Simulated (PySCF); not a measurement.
## ORD: `C[C@@H]1C[CH2][Ge@@H]([F])[CH2]1`, C₅H₁₁FGe

Geometry:
| atom | x (Å) | y (Å) | z (Å) |
| --- | --- | --- | --- |
| C1 | -2.190 | 0.088 | -0.291 |
| C2 | -0.690 | -0.167 | -0.365 |
| C3 | -0.148 | -0.709 | 0.966 |
| C4 | 1.361 | -0.935 | 0.859 |
| Ge5 | 1.946 | 0.620 | -0.241 |
| F6 | 2.776 | -0.001 | -1.680 |
| C7 | 0.081 | 1.105 | -0.732 |
| H8 | -2.562 | 0.459 | -1.244 |
| H9 | -2.723 | -0.829 | -0.048 |
| H10 | -2.413 | 0.828 | 0.476 |
| H11 | -0.497 | -0.922 | -1.137 |
| H12 | -0.354 | 0.024 | 1.750 |
| H13 | -0.661 | -1.635 | 1.230 |
| H14 | 1.574 | -1.854 | 0.312 |
| H15 | 1.827 | -1.011 | 1.838 |
| H16 | 2.981 | 1.639 | 0.211 |
| H17 | -0.044 | 1.362 | -1.782 |
| H18 | -0.272 | 1.945 | -0.134 |

Method: PySCF 2.14.0, TDDFT B3LYP/def2-SVPD circular dichroism and optical rotation, one conformer, gas phase. Geometry: GFN2-xTB.

The calculation is non-relativistic, which matters for the atoms heavier than Zn. States above about 7.7 eV (minus the energy of the highest occupied orbital) lie near or above the ionisation threshold and depend on the basis.

Stereocentres: C2 R, Ge5 R.

(1) Give the optical rotatory dispersion at 633, 589.3, 546, 436, 405, 365, 355 nm.

Answers

(1) [α] in deg dm⁻¹ (g/mL)⁻¹:
| λ (nm) | origin-invariant length gauge | modified velocity gauge | length gauge (centre of mass) | isotropic polarisability (au) |
| --- | --- | --- | --- | --- |
| 633 | +1.0 | -2.3 | +1.1 | 89.3 |
| 589.3 | +0.9 | -2.8 | +1.0 | 89.6 |
| 546 | +0.8 | -3.7 | +0.9 | 90.0 |
| 436 | -1.2 | -8.2 | -1.0 | 91.7 |
| 405 | -2.8 | -11.1 | -2.6 | 92.5 |
| 365 | -6.8 | -17.1 | -6.6 | 93.9 |
| 355 | -8.4 | -19.4 | -8.2 | 94.3 |

Where the gauges differ in sign the basis doesn't settle the rotation.

The first excitation lies at 6.61 eV (188 nm) with R = +10.1 × 10⁻⁴⁰ esu² cm² (velocity form).
